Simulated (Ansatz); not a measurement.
The input (input.yaml):

```yaml
crystal:
  periodic: [false, false, false]
  atoms:
    - { symbol: O, position_ang: [-1.144018, 1.19224, 0.21414] }
    - { symbol: C, position_ang: [-0.443602, 0.254715, 0.469703] }
    - { symbol: S, position_ang: [-0.287384, -0.393116, 2.195854] }
    - { symbol: C, position_ang: [0.337119, -0.55125, -0.512868] }
    - { symbol: Se, position_ang: [0.212715, 0.108633, -2.336217] }
    - { symbol: H, position_ang: [0.80841, 0.387853, 2.423311] }
    - { symbol: H, position_ang: [1.394748, -0.575809, -0.164994] }
    - { symbol: H, position_ang: [-0.021389, -1.602664, -0.430157] }
    - { symbol: H, position_ang: [-0.7681, 1.132999, -1.875973] }
basis:
  gaussian: { orbitals: def2-SVP }
hamiltonian:
  xc: lda
phonons: {}
```

Launched with:

```bash
$ ansatz run input.yaml --threads 2 --pin off --max-ram 3072MiB --backend cpu --events-out ev --progress --plain --runs-dir out
```

Hardware: 2 threads of AMD EPYC 7R13 Processor (Zen 3) (shared host).

Q: Roughly how long does this run take, and how much memory?

A: 35 s, with a peak of 0.16 GiB, for 0 ionic steps.
